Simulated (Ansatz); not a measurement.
Stepwise reaction of `[CH3][SnH]([CH3])[SiH3]` with hydrogen chloride, as a gas-phase model of exchange steps in deposition or etching. ΔE in kJ/mol.

Program: Ansatz. Geometries: PBE0-D4/def2-TZVP. ΔE: electronic, gas phase. CCSD(T)/CBS adds triple-zeta CCSD(T) − MP2 to the extrapolated MP2 energy (def2 sets, frozen cores). This one scheme is used for every species. Functionals use def2-TZVPP. B3LYP here is the variant with VWN-RPA as its local correlation; programs differ in this. def2 core potentials past Kr. For Sn outer-core shells are correlated without core-valence functions, which leaves a few kJ/mol of doubt a bond.

```
step                                                          reaction  PBE-D4  B3LYP-D4  ωB97M-V  CCSD(T)/CBS
   1  `[CH3][SnH]([CH3])[SiH3]` + HCl → `[CH3][SnH]([SiH3])[Cl]` + CH₄  -125.0    -132.6   -127.3       -123.3
```

(1) Give the row of step 2, `[CH3][SnH]([SiH3])[Cl]` + HCl → `[SiH3][SnH]([Cl])[Cl]` + CH₄. (An estimate is asked.)

(2) By hand: ΔE of the 2 steps together at CCSD(T)/CBS.

Answers

(1) Ansatz gave: 
```
step                                                        reaction  PBE-D4  B3LYP-D4  ωB97M-V  CCSD(T)/CBS
   2  `[CH3][SnH]([SiH3])[Cl]` + HCl → `[SiH3][SnH]([Cl])[Cl]` + CH₄  -112.0    -118.3   -112.7       -108.8
```

(2) (-123.3) + (-108.8) = -232.1 kJ/mol, or -116.0 kJ/mol a step.

In ΔE each step is higher than the one before. All are downhill at CCSD(T)/CBS. PBE-D4 differs from CCSD(T)/CBS by -3.2 to -1.7 kJ/mol a step. Isolated molecules leave out the surface, adducts and barriers. Largest T1 diagnostic: 0.012.
